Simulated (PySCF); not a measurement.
CH₅BiO₂, SMILES [CH3][Bi]([OH])[OH].

Coordinates come from a PBE-D3(BJ)/def2-SVP optimisation. The structure was generated by enumeration; whether it is a known compound was not checked. The def2 effective core potentials stand for the cores of Bi; spin–orbit coupling is left out. Other conformers were not sampled.

These are PBE-D3(BJ)/def2-SVP (PySCF) values and carry that method's errors.

Frequencies are harmonic and unscaled.

Computed harmonic wavenumbers and intensities:
```csv
mode,ν (cm⁻¹),IR (km/mol),moving atoms (share of kinetic energy)
1,62,0.0,H 93 %
2,120,3.9,"H 48 %, O 28 %, C 23 %"
3,145,3.4,"O 54 %, H 21 %, C 19 %"
4,169,12.0,"O 70 %, H 13 %, Bi 11 %"
5,201,53.9,"H 74 %, O 18 %"
6,296,137.8,"H 86 %, O 14 %"
7,444,29.4,"C 74 %, H 18 %"
8,521,74.8,"O 89 %, Bi 9 %"
9,532,32.3,O 92 %
10,657,16.5,"H 86 %, C 14 %"
11,677,38.2,"H 84 %, C 15 %"
12,817,41.0,H 92 %
13,850,22.6,H 90 %
14,1130,1.0,"H 83 %, C 17 %"
15,1375,3.4,H 95 %
16,1376,6.5,H 95 %
17,2975,5.6,H 98 %
18,3091,6.0,"H 90 %, C 10 %"
19,3102,3.4,"H 90 %, C 10 %"
20,3688,19.0,H 94 %
21,3688,33.5,H 94 %
```
